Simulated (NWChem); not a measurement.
A series in which one site is exchanged, each optimised at PBE0/def2-SVP with NWChem, gas phase unless a solvent is named. All stand in one matching conformer (torsions within 35°), which need not be the lowest. 

A: [NH2][Al]([NH2])[Cl] (AlN₂H₄Cl; site = Al)
B: [NH2][Ga]([Cl])[NH2] (GaN2H4Cl; site = Ga)
C: NB(N)Cl (BN₂H₄Cl; site = B)

**Question.** Rank them by lowest singlet excitation, PBE0/def2-SVPD, TDA (eV), lowest first.

**Answer.** B (5.38), A (5.51), C (6.24)
